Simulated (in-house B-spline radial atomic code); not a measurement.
Binding energies in Kr+

NIST's tabulated ground configuration is [Ar] 3d10 4s2 4p5; each binding energy is the energy of the ion with one electron taken from that subshell, relaxed, less that of the parent. Computed with an all-electron radial atomic-structure program (B-spline basis): Dirac-Kohn-Sham PBE0, spherical fractional occupations, Fermi nucleus of rms radius 4.1884 fm. Energies include first-order Breit, QED and recoil terms.

Caution: exact exchange at fractional occupations of open shells leaves self-interaction of up to several eV.

```json
{"subshell": "1s", "X-ray name": "K", "binding energy (eV)": "14397.3", "-ε (eV)": "14230.5", "relaxation (eV)": "-195.6"}
{"subshell": "2s", "X-ray name": "L1", "binding energy (eV)": "1927.2", "-ε (eV)": "1900.4", "relaxation (eV)": "-29.7"}
{"subshell": "2p1/2", "X-ray name": "L2", "binding energy (eV)": "1751.1", "-ε (eV)": "1716.7", "relaxation (eV)": "-37.1"}
{"subshell": "2p3/2", "X-ray name": "L3", "binding energy (eV)": "1701.3", "-ε (eV)": "1662.8", "relaxation (eV)": "-40.3"}
{"subshell": "3s", "X-ray name": "M1", "binding energy (eV)": "297.6", "-ε (eV)": "286.6", "relaxation (eV)": "-11.3"}
{"subshell": "3p1/2", "X-ray name": "M2", "binding energy (eV)": "232.3", "-ε (eV)": "221.4", "relaxation (eV)": "-11.3"}
{"subshell": "3p3/2", "X-ray name": "M3", "binding energy (eV)": "225.6", "-ε (eV)": "213.3", "relaxation (eV)": "-12.4"}
{"subshell": "3d3/2", "X-ray name": "M4", "binding energy (eV)": "112", "-ε (eV)": "99.6", "relaxation (eV)": "-12.3"}
{"subshell": "3d5/2", "X-ray name": "M5", "binding energy (eV)": "111.1", "-ε (eV)": "98.3", "relaxation (eV)": "-12.8"}
{"subshell": "4s", "X-ray name": "N1", "binding energy (eV)": "42.03", "-ε (eV)": "36.53", "relaxation (eV)": "-5.53"}
{"subshell": "4p", "X-ray name": "N2,3", "binding energy (eV)": "26.1", "-ε (eV)": "20.70", "relaxation (eV)": "-5.41"}
```

Relaxation = -ε minus the binding energy without Breit, QED and recoil terms. With a density functional, K lines can miss by some tenths of a per cent, more in light atoms. For a density functional the relaxation so defined is negative, because -ε of a Kohn-Sham level is smaller than the binding energy.

Emission lines follow as differences of binding energies, with λ = 12398.42 eV·Å / E:

```tsv
line	holes	energy (eV)	wavelength (Å)
K-L3	1s → 2p3/2	12696.0	0.97656
K-L2	1s → 2p1/2	12646.2	0.98041
K-M3	1s → 3p3/2	14171.7	0.87487
L3-M5	2p3/2 → 3d5/2	1590.2	7.7968
L2-M4	2p1/2 → 3d3/2	1639.1	7.5642
L1-M3	2s → 3p3/2	1701.6	7.2863
L3-M1	2p3/2 → 3s	1403.7	8.8327
```

Question: What screening constant σ does Moseley's law, E = (3/4)·13.6057 eV·(Z - σ)², need for K-L3?

Answer: σ = 0.73.

Question: What does it cost to remove both a 4s and a 4p electron?

Answer: 80.515 eV, which is 12.39 eV more than the two single binding energies together.

Question: What does it cost to remove both a 3p3/2 and a 3d5/2 electron?

Answer: 365.12 eV, which is 28.41 eV more than the two single binding energies together.

Question: What does it cost to remove both a 1s and a 2p1/2 electron?

Answer: 16291 eV, which is 143 eV more than the two single binding energies together.
